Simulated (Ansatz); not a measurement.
Species: SeI₂ (charge +1, doublet). 
Geometry from a B3LYP-D3(BJ)/def2-TZVP (Ansatz, a program for electronic structure) optimisation:
```xyz
3

Se     0.0120    -0.0036     1.0986
I      0.9552    -1.7520    -0.3687
I     -0.9629     1.7543    -0.3361
```
Charge +1, spin multiplicity 2.

Basis-set convergence of Hartree-Fock and CCSD correlation energies (hartree) with Ansatz. Correlated levels leave the core frozen unless marked. UHF or UKS for open shells. No spin-orbit coupling. The frozen core is the preceding noble-gas configuration, with the filled d and f shells of earlier blocks. In def2 rows, elements after Kr have scalar-relativistic effective core potentials.

```csv
basis,functions,E(HF),"E(corr, CCSD)"
def2-SVP,84,-2992.56622,-0.33176
def2-TZVPP,148,(withheld),(withheld)
```

Task: Complete the blanks.

Result: 
- def2-TZVPP, E(HF): -2992.89644
- def2-TZVPP, E(corr, CCSD): -0.44339
